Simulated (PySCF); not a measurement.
Working with the constants of AsS

PBE0 constants of AsS, ²Π (doublet), unpaired electrons π ↑ (basis As cc-pVTZ-PP with ECP10, S cc-pV(T+d)Z; scalar-relativistic core potentials; PySCF 2.14; masses 74.9216 and 31.9721 u):

```
ωe              : 599.9 cm⁻¹
ωexe            : 2.09 cm⁻¹
Be              : 0.18626 cm⁻¹
αe              : 0.000725 cm⁻¹
D (centrifugal) : 7.18e-08 cm⁻¹
De to As + S    : 3.93 eV
```

(1) Give the vibrational terms G(v) and spacings up to v = 3.

(2) How well does the Morse estimate ωe²/(4ωexe) reproduce De, and what is D0?

Spin–orbit coupling is left out. The state was picked by a PBE0 search and need not be the measured ground state.

## Answers

(1) G(v) = ωe(v+½) − ωexe(v+½)².

| v | G(v) (cm⁻¹) | G(v) − G(v−1) | Bv (cm⁻¹) |
| --- | --- | --- | --- |
| 0 | 299 |  | 0.1859 |
| 1 | 895 | 596 | 0.1852 |
| 2 | 1487 | 592 | 0.1844 |
| 3 | 2074 | 587 | 0.1837 |

(2) It gives 5.34 eV, 136 % of the computed De. D0 = De − G(0) = 3.93 − 0.04 = 3.89 eV.
